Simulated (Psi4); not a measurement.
C₂H₃O₂, doublet, at a GFN2-xTB geometry, with bond 4-3 at 1.3 times its length; B3LYP/def2-SVP (Psi4 1.11).

Input for Psi4:
```
memory 2 GB

molecule mol {
0 2
C    -1.387308   -0.350689   -0.274487
O    -0.183461   -0.826116    0.051808
C     0.857811    0.008860    0.193223
O     0.812897    1.559687    0.007818
H    -1.524642    0.704611   -0.424825
H    -2.163407   -1.081616   -0.367619
H     1.746626   -0.577525    0.460726
}

set {
  basis def2-svp
  reference uks
  dft_spherical_points 974
}

energy('b3lyp')
print_variables()
```

Question: What does Psi4 print? Leave out banner, timings and long lists.

Answer: 
```
   => Loading Basis Set <=

    Name: DEF2-SVP
    Role: ORBITAL
    Keyword: BASIS

         ---------------------------------------------------------
                                   SCF
               by Justin Turney, Rob Parrish, Andy Simmonett
                          and Daniel G. A. Smith
                              UKS Reference
         ---------------------------------------------------------

  ==> Geometry <==

    Molecular point group: c1
    Full point group: C1

    Geometry (in Angstrom), charge = 0, multiplicity = 2:

       Center              X                  Y                   Z               Mass
    ------------   -----------------  -----------------  -----------------  -----------------
         C           -1.417084275040    -0.463705181003    -0.268458377659    12.000000000000
         O           -0.213237275040    -0.939132181003     0.057836622341    15.994914619570
         C            0.828034724960    -0.104156181003     0.199251622341    12.000000000000
         O            0.783120724960     1.446670818997     0.013846622341    15.994914619570
         H           -1.554418275040     0.591594818997    -0.418796377659     1.007825032230
         H           -2.193183275040    -1.194632181003    -0.361590377659     1.007825032230
         H            1.716849724960    -0.690541181003     0.466754622341     1.007825032230

  Running in c1 symmetry.

  Rotational constants: A =      0.66061  B =      0.20536  C =      0.15666 [cm^-1]
  Rotational constants: A =  19804.71091  B =   6156.60727  C =   4696.59616 [MHz]
  Nuclear repulsion =  107.505006697539585

  Charge       = 0
  Multiplicity = 2
  Electrons    = 31
  Nalpha       = 16
  Nbeta        = 15

  ==> Algorithm <==

  SCF Algorithm Type is DF.
  DIIS enabled.
  MOM disabled.
  Fractional occupation disabled.
  Guess Type is SAD.
  Energy threshold   = 1.00e-06
  Density threshold  = 1.00e-06
  Integral threshold = 1.00e-12

  ==> Primary Basis <==

  Basis Set: DEF2-SVP
    Blend: DEF2-SVP
    Number of shells: 33
    Number of basis functions: 71
    Number of Cartesian functions: 75
    Spherical Harmonics?: true
    Max angular momentum: 2

  ==> DFT Potential <==

   => LibXC <=

    Version 7.1.2
    S. Lehtola, C. Steigemann, M. J. T. Oliveira, and M. A. L. Marques,  SoftwareX 7, 1–5 (2018) (10.1016/j.softx.2017.11.002)

   => Composite Functional: B3LYP <=

    B3LYP Hyb-GGA Exchange-Correlation Functional

    P. J. Stephens, F. J. Devlin, C. F. Chabalowski, and M. J. Frisch,  J. Phys. Chem. 98, 11623 (1994) (10.1021/j100096a001)

    Deriv               =              1
    GGA                 =           TRUE
    Meta                =          FALSE

    Exchange Hybrid     =           TRUE
    MP2 Hybrid          =          FALSE

   => Exchange Functionals <=

    0.0800   Slater exchange
    0.7200         Becke 88

   => Exact (HF) Exchange <=

    0.2000               HF

   => Correlation Functionals <=

    0.1900   Vosko, Wilk & Nusair (VWN5_RPA)
    0.8100   Lee, Yang & Parr

   => LibXC Density Thresholds  <==

    XC_HYB_GGA_XC_B3LYP:  1.00E-15

   => Molecular Quadrature <=

    Radial Scheme          =       TREUTLER
    Pruning Scheme         =           NONE
    Nuclear Scheme         =       TREUTLER

    Blocking Scheme        =         OCTREE
    BS radius alpha        =              1
    Pruning alpha          =              1
    Radial Points          =             75
    Spherical Points       =            974
    Total Points           =         486725
    Total Blocks           =           3479
    Max Points             =            256
    Max Functions          =             70
    Weights Tolerance      =       1.00E-15

   => Loading Basis Set <=

    Name: (DEF2-SVP AUX)
    Role: JKFIT
    Keyword: DF_BASIS_SCF

  ==> Integral Setup <==

  SCF_SUBTYPE=INCORE selected. In-core MEM_DF algorithm will be used.
  Using in-core AOs.

  ==> MemDFJK: Density-Fitted J/K Matrices <==

[...]
   -------------------------
    Total      71      71
   -------------------------

  ==> Iterations <==

                           Total Energy        Delta E     RMS |[F,P]|

   @DF-UKS iter SAD:  -227.34107529637831   -2.27341e+02   0.00000e+00
   @DF-UKS iter   1:  -227.92364566915313   -5.82570e-01   9.37223e-03 ADIIS/DIIS
   @DF-UKS iter   2:  -225.29752105940466    2.62612e+00   2.86631e-02 ADIIS/DIIS
   @DF-UKS iter   3:  -228.01821437774962   -2.72069e+00   5.96698e-03 ADIIS/DIIS
   @DF-UKS iter   4:  -228.10704586392200   -8.88315e-02   2.72376e-03 ADIIS/DIIS
   @DF-UKS iter   5:  -228.12331346774496   -1.62676e-02   7.81641e-04 ADIIS/DIIS
   @DF-UKS iter   6:  -228.12487270662160   -1.55924e-03   2.80014e-04 ADIIS/DIIS
   @DF-UKS iter   7:  -228.12508196505752   -2.09258e-04   1.64832e-04 ADIIS/DIIS
   @DF-UKS iter   8:  -228.12523340372721   -1.51439e-04   8.13163e-05 DIIS
   @DF-UKS iter   9:  -228.12534327477402   -1.09871e-04   5.42193e-05 DIIS
   @DF-UKS iter  10:  -228.12540714581883   -6.38710e-05   4.60777e-05 DIIS
   @DF-UKS iter  11:  -228.12543592545458   -2.87796e-05   2.01573e-05 DIIS
   @DF-UKS iter  12:  -228.12543756637075   -1.64092e-06   1.95487e-06 DIIS
   @DF-UKS iter  13:  -228.12543760441511   -3.80444e-08   7.16490e-07 DIIS
  Energy and wave function converged.

  ==> Post-Iterations <==

   Electrons on quadrature grid:
      Nalpha   =   16.0000000091 ; deviation = 9.091e-09
      Nbeta    =   15.0000000036 ; deviation = 3.600e-09
      Ntotal   =   31.0000000127 ; deviation = 1.269e-08

   @Spin Contamination Metric:   3.153854802E-02
   @S^2 Expected:                7.500000000E-01
   @S^2 Observed:                7.815385480E-01
   @S   Expected:                5.000000000E-01
   @S   Observed:                5.000000000E-01

    Orbital Energies [Eh]
    ---------------------

    Alpha Occupied:

[...]
      16A     -0.229825

    Alpha Virtual:

[...]
      71A      3.488513

    Beta Occupied:

[...]
    Beta Virtual:

[...]
    Final Occupation by Irrep:
              A
    DOCC [    15 ]
    SOCC [     1 ]
    NA   [    16 ]
    NB   [    15 ]

  @DF-UKS Final Energy:  -228.12543760441511

   => Energetics <=

    Nuclear Repulsion Energy =            107.5050066975395850
    One-Electron Energy =                -523.5565387870581162
    Two-Electron Energy =                 211.2979087849058999
    DFT Exchange-Correlation Energy =     -23.3718142998024483
    Empirical Dispersion Energy =           0.0000000000000000
    VV10 Nonlocal Energy =                  0.0000000000000000
    Total Energy =                       -228.1254376044151115

  UHF NO Occupations:
  HONO-2 :   14  A 1.9991132
  HONO-1 :   15  A 1.9855527
  HONO-0 :   16  A 1.0000000
  LUNO+0 :   17  A 0.0144473
  LUNO+1 :   18  A 0.0008868
  LUNO+2 :   19  A 0.0001717
  LUNO+3 :   20  A 0.0001179

Computation Completed

Properties will be evaluated at   0.000000,   0.000000,   0.000000 [a0]

Properties computed using the SCF density matrix

 Multipole Moments:

 ------------------------------------------------------------------------------------
     Multipole            Electronic (a.u.)      Nuclear  (a.u.)        Total (a.u.)
 ------------------------------------------------------------------------------------

 L = 1.  Multiply by 2.5417464519 to convert [e a0] to [Debye]
 Dipole X            :          1.3334975           -1.9010296           -0.5675320
 Dipole Y            :          0.0282577           -1.2102517           -1.1819940
 Dipole Z            :          0.2987358           -0.2936761            0.0050597
 Magnitude           :                                                    1.3111933

 ------------------------------------------------------------------------------------

  Variable Map:
  ----------------------------------------------------------------------------
[...]
  Array Variable Map:
  ----------------------------------------------------------------------------
[...]
[...]
```
